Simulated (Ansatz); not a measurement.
C2H4Cl2Ge, SMILES `C=[CH][GeH]([Cl])[Cl]`, relaxed with RKS PBE0-D4/def2-TZVP in Ansatz 0.2.0 from a PBE-D4/def2-SVP geometry. The force threshold is 0.005 eV/Å; the program also tests the step.

Total charge 0; spin multiplicity 1.

Start:

```xyz
9

C     0.510   -0.759   -1.337
C    -0.274   -0.758   -0.245
Ge   -0.199    0.644    1.091
Cl   -2.151    1.600    1.216
Cl    1.251    2.130    0.431
H     0.449   -1.564   -2.090
H     1.241    0.047   -1.522
H    -1.011   -1.563   -0.074
H     0.184    0.223    2.530
```

(1) By how much does the energy fall, and how many steps does the optimiser take? (Estimate.)

(2) Which bonds change most? (An estimate is asked.)

(3) Give the relaxed structure. (Best estimate.)

Answers

(1) Ansatz gave: 4.63 kJ/mol, in 8 steps.

(2) Computed: Ge3–Cl5 from 2.178 to 2.146 Å; Ge3–Cl4 from 2.178 to 2.148 Å; C1–C2 from 1.344 to 1.326 Å; C1–H7 from 1.104 to 1.085 Å.

(3) Computed: 
```xyz
9

C     0.508   -0.760   -1.322
C    -0.274   -0.745   -0.251
Ge   -0.195    0.644    1.077
Cl   -2.124    1.579    1.219
Cl    1.217    2.129    0.439
H     0.442   -1.554   -2.059
H     1.241    0.019   -1.508
H    -1.007   -1.531   -0.092
H     0.192    0.220    2.497
```
